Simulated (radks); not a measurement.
Values are calculated unless marked as measured or tabulated.
These are the eigenvalues of the occupied orbitals of an atom or ion with whole-number occupations (hartree). Level of theory: Dirac Kohn-Sham, PBE, spin-unpolarised, spherical densities, finite nucleus; Fermi nuclear charge, rms radius of each element as measured or else 0.836 A^(1/3) + 0.57 fm (a radial shooting solver on a logarithmic mesh with Libxc functionals).

1s1/2: -3324.281
2s1/2: -597.0058
2p1/2: -573.8805
2p3/2: -488.6443
3s1/2: -144.2888
3p1/2: -133.7749
3p3/2: -114.6908
3d3/2: -97.36134
3d5/2: -93.31483
4s1/2: -33.31307
4p1/2: -28.72878
4p3/2: -24.02596
4d3/2: -16.54530
4d5/2: -15.66739
5s1/2: -6.03414
4f5/2: -5.96074
4f7/2: -5.75898
5p1/2: -4.44361
5p3/2: -3.53837
5d3/2: -1.31873
5d5/2: -1.20860
6s1/2: -0.78326
6p1/2: -0.46099

Which element is it, and in what charge state? The configuration may be excited. Open shells, if any, fill j = l - 1/2 first.

Answer. Z = 83, bismuth, charge +1: Bi+ in [Hg] 6p2. The list shows which subshells hold electrons but not how many an open one holds; the 1s level, -3324.3 hartree, gives Z - s = 81.5 by -(Z - s)^2/2, which with screening and relativity narrows Z to a few neighbours, and the depths of the outer levels then fix element, charge and occupations together.
